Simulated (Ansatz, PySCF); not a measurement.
This Ansatz (a quantum-chemistry and plane-wave program) input computes a BLYP/def2-TZVPD energy:

Ansatz 0.2 input:
```yaml
crystal:
  periodic: [false, false, false]
  atoms:
    - {symbol: C, position_ang: [-1.34361278, 0.05966313, -0.07697679]}
    - {symbol: C, position_ang: [-0.72084095, -1.30222511, -0.05366707]}
    - {symbol: C, position_ang: [0.60079069, -1.36266177, 0.02203418]}
    - {symbol: C, position_ang: [1.34345285, -0.06321322, 0.07693465]}
    - {symbol: S, position_ang: [0.05620745, 1.24769834, 0.01481050]}
    - {symbol: H, position_ang: [-1.91518948, 0.22956289, -0.99222903]}
    - {symbol: H, position_ang: [-2.01684264, 0.21323072, 0.76944572]}
    - {symbol: H, position_ang: [-1.35228589, -2.18149495, -0.09825461]}
    - {symbol: H, position_ang: [1.15058195, -2.29594815, 0.04510622]}
    - {symbol: H, position_ang: [1.92701238, 0.03288287, 0.99534433]}
    - {symbol: H, position_ang: [2.02866554, 0.04921504, -0.76633042]}
basis:
  gaussian:
    orbitals: def2-TZVPD
hamiltonian:
  xc: {name: BLYP}
output: {forces: true}
```

### Question
Write an input for the same energy in PySCF and say what it gives.

### Answer

```python
from pyscf import gto, scf, dft

mol = gto.M(
    atom='''
    C    -1.34361278    0.05966313   -0.07697679
    C    -0.72084095   -1.30222511   -0.05366707
    C     0.60079069   -1.36266177    0.02203418
    C     1.34345285   -0.06321322    0.07693465
    S     0.05620745    1.24769834    0.01481050
    H    -1.91518948    0.22956289   -0.99222903
    H    -2.01684264    0.21323072    0.76944572
    H    -1.35228589   -2.18149495   -0.09825461
    H     1.15058195   -2.29594815    0.04510622
    H     1.92701238    0.03288287    0.99534433
    H     2.02866554    0.04921504   -0.76633042
    ''',
    basis='def2-tzvpd',
    charge=0,
    spin=0,
    verbose=4,
)

mf = dft.RKS(mol, xc='blyp').density_fit(auxbasis='def2-universal-jkfit')
mf.grids.level = 3
mf.conv_tol = 1e-9
mf.max_cycle = 100
mf.max_memory = 1500
mf.kernel()
if not mf.converged:
    mf = mf.newton()
    mf.kernel(mf.make_rdm1())
mf.analyze()
```
It gives -554.19181 Eh, and Ansatz -554.19168 Eh, a difference of 0.13 mEh, from the treatment of integrals and grids.
